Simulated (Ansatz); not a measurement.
Consider the ligand exchange at a Ga–C bond: `[CH3][Ga]([OH])[OH]` + HCl → `[OH][Ga]([OH])[Cl]` + CH₄.

Calculated with Ansatz (gas phase, PBE0-D4/def2-TZVP geometries, no zero-point term in ΔE). CCSD(T)/CBS is the MP2 limit (def2-TZVPP, def2-QZVPP) plus CCSD(T) − MP2 in def2-TZVPP, frozen cores. This one scheme is used for every species. Functionals use def2-TZVPP. For Ga outer-core shells are correlated without core-valence functions, which leaves a few kJ/mol of doubt a bond. Scalar relativity is left out up to krypton. Each species was taken in one conformer, which may not be the lowest.

```csv
level,ΔE (kJ/mol),difference from CCSD(T)/CBS
revPBE-D4,-116.6,-1.7
BLYP-D4,-117.9,-3.0
B97M-V,-129.7,-14.8
PBE0-D4,-121.0,-6.1
PBE0,-121.3,-6.4
CAM-B3LYP,-121.2,-6.3
LC-ωPBE,-118.5,-3.6
CCSD(T)/def2-SVP,-134.8,-19.9
MP2/def2-TZVPP,-121.8,-6.9
MP2/CBS(def2),-116.9,-2.0
CCSD(T)/CBS,-114.9,0
```

Largest T1 diagnostic among the species: 0.014.

From PBE to PBE0 (25 % exact exchange), in def2-TZVPP and without D4, ΔE moves by −5.1 kJ/mol. In def2-TZVPP, CCSD(T) changes the Hartree–Fock value by +24.0 kJ/mol (the triples alone add +1.3 kJ/mol) and MP2 by +22.0 kJ/mol.
